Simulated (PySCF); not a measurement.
Relaxation of quartet RuH3

Method: UPBE0/[Ru def2-TZVP with ECP28, H def2-TZVP], scalar-relativistic core potentials, density fitting, no spin–orbit coupling, PySCF. A (50,194) grid was used.

A start at or just off a symmetric point, pushed along the force that breaks its symmetry, of C2v symmetry, free to break it:

Coordinates in bohr (charge 0 multiplicity 4):
```
Ru   -0.0012    0.0000    0.0000
H     3.0000    0.0000    0.0000
H    -1.4376    2.7656    0.0000
H    -1.4376   -2.7656    0.0000
```

Optimiser trace:
| step | E − E(last) (kJ/mol) | largest gradient (Eh/bohr) |
| --- | --- | --- |
| 0 | 28.89 | 0.01348 |
| 1 | 8.51 | 0.01030 |
| 2 | 0.27 | 0.00438 |
| 3 | 0.07 | 0.00234 |
| 4 | 0.00 | 0.00020 |
| 5 | 0.00 | 0.00020 |

It ends at C2v with Ru–H 1.556 Å, Ru–H 1.676 Å (×2); H–Ru–H 106.4° (×2), H–Ru–H 147.2° (after a last refinement on a finer grid). A frequency run shows a minimum. Other isomers or separated fragments may lie lower.

Final geometry:
Coordinates in bohr (charge 0 multiplicity 4):
```
Ru   -0.0104    0.0000    0.0000
H     2.9309    0.0000   -0.0020
H    -0.9046    3.0388    0.0006
H    -0.9047   -3.0388    0.0006
```

Other spin states or occupations of the open shell can lie lower. At this level a doublet minimum of C3v symmetry lies 91 kJ/mol below this structure.

The relaxation took about 18 core-seconds on a shared host.
